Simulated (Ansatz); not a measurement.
`[SiH3][SiH2][SiH3]` + `[SiH3][NH][AlH][Cl]` → `[SiH3][N]([SiH3])[AlH][Cl]` + `[SiH3][SiH3]` at 500 K and 1 bar (cleavage of the Si–Si bond).

Isolated molecules relaxed with PBE0-D4/def2-TZVP in Ansatz; ΔE leaves out vibrations. CCSD(T)/CBS adds triple-zeta CCSD(T) − MP2 to the extrapolated MP2 energy (def2 sets, frozen cores). One conformer a species, not always the lowest.

```
                     species  CCSD(T)/CBS energy (Eh)  H − E (kJ/mol)  S (J/(mol·K))
        `[SiH3][SiH2][SiH3]`               -872.02658           224.2          419.1
       `[SiH3][NH][AlH][Cl]`              -1048.70845           176.4          414.5
`[SiH3][N]([SiH3])[AlH][Cl]`              -1339.00991           232.0          485.8
              `[SiH3][SiH3]`               -581.74359           163.1          323.1
```

H − E and S are ideal-gas, rigid-rotor, harmonic terms from PBE0-D4/def2-TZVP, for one conformer and one mirror image of each species. 1 Eh = 2625.50 kJ/mol, R = 8.31446 J/(mol·K).

Task: By hand: ΔE, ΔH, ΔS and ΔG.

Result: ΔE = (-1339.00991) + (-581.74359) − (-872.02658) − (-1048.70845) = -0.01847 Eh = -48.5 kJ/mol. Δ(H − E) = 232.0 + 163.1 − 224.2 − 176.4 = -5.5, so ΔH = -54.0 kJ/mol. ΔS = 485.8 + 323.1 − 419.1 − 414.5 = -24.7 J/(mol·K). ΔG = -54.0 − 500 × (-24.7)/1000 = -41.6 kJ/mol.

Task: By hand: the equilibrium constant, and the temperature at which ΔG would vanish if ΔH and ΔS stayed fixed.

Result: log₁₀ K = −ΔG/(RT ln 10) = 4.3. ΔG = 0 at ΔH/ΔS = 2186 K.

ΔH outweighs TΔS. A doubt of 5 kJ/mol in ΔE shifts log₁₀ K by 0.5 here. Other conformers and mirror images would add mixing entropy, several J/(mol·K) or more a flexible species. Modes under 60 cm⁻¹, often nearly free rotors, make the harmonic entropy too high. These are equilibria of isolated gas molecules and say nothing of rates. Largest T1 diagnostic: 0.013 (customary marks: 0.02 for closed shells, 0.045 for open ones).
